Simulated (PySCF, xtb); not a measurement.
Zn(Me)(OH) (CH4OZn), SMILES [OH][Zn][CH3].

GFN2-xTB (xtb) at its own geometry gives an orbital gap of 4.66 eV and a dipole moment of 2.05 D.

Coordinates come from a PBE0-D3(BJ)/def2-TZVP optimisation. The isomer is the one that the SMILES or the coordinates give; other isomers of the formula were not compared. Other conformers were not sampled.

Question: What does PBE/def2-TZVPD in PySCF give? (An estimate is asked for; the answer gives what the named calculation found.)

Answer: gap 5.19 eV (levels -6.45 and -1.26 eV), dipole 1.76 D.
